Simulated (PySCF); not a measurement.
**How methods differ on the excitation energy of Cr+**

Cr+ [Ar] 3d5 (6S) → Cr+ [Ar] 3d4 4p1 (high-spin determinant), as a difference of total energies. Calculation: PySCF 2.14, in aug-cc-pVTZ-DK (8s7p5d3f2g, 93 functions); the spin-free X2C one-electron Hamiltonian (Gaussian nucleus). Correlated levels: valence: [Ar] frozen. The calculations carry no spin-orbit coupling.

```csv
method,excitation energy (eV)
UHF,4.885
LDA,6.152
PBE,5.868
PBE0,5.769
r2SCAN,5.771
TPSS,5.763
BP86,5.845
M06-2X,5.514
MP2 (valence),5.635
SCS-MP2 (valence),5.135
```

Q: How much does correlation contribute at MP2 (valence)?

A: 5.635 − (4.885) = 0.750 eV, measured against UHF.

A first-order spin-orbit estimate (lowest level to lowest level, LS coupling) adds -0.060 eV.

The determinant of the upper state mixes LS terms, which raises its energy above the lowest term, most at the Hartree-Fock and MP2 levels.
